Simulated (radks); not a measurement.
Removal energies from the ruthenium ion Ru11+, [Ar] 3d10 4s2 4p3, by Delta-SCF beside the eigenvalue of the level emptied. Method: scalar-relativistic Kohn-Sham, r2SCAN, spin-polarised, spherical densities, finite nucleus; meta-GGA in the generalised Kohn-Sham scheme; Fermi nuclear charge, rms radius of each element as measured or else 0.836 A^(1/3) + 0.57 fm; computed with a radial shooting solver on a logarithmic mesh with Libxc functionals. Open shells are filled with parallel spins first.

\begin{tabular}{lrrr}
removed from & final configuration & Delta-SCF (eV) & -eigenvalue (eV) \\ \hline
4p & [Ar] 3d10 4s2 4p2 & 249.74 & 238.82 \\
4s & [Ar] 3d10 4s1 4p3 & 274.86 & 265.53 \\
3d & [Ar] 3d9 4s2 4p3 & 517.16 & 492.50 \\
3p & [Ne] 3s2 3p5 3d10 4s2 4p3 & 693.07 & 669.84 \\
\end{tabular}
